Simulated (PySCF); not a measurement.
Stepwise substitution at one centre (B H-CH3). Gas-phase values, no solvent. Strings in code marks are SMILES.

All values below come from PBE-D3(BJ)/def2-TZVP // CAM-B3LYP-D3(BJ)/def2-TZVP (PySCF). All candidates: neutral, multiplicity 1. 

- HOMO–LUMO gap = 5.32 eV
- dipole moment = 0.78 D
- LUMO = -2.26 eV

### Question
Name which member has these values.
A. `B`
B. `BC`
C. `CBC`
D. `CB(C)C`

### Answer
B, `BC`. The others give `CB(C)C`: 5.96 eV, 0.07 D, -1.14 eV; `B`: 5.44 eV, 0.00 D, -3.04 eV; `CBC`: 5.63 eV, 0.47 D, -1.61 eV
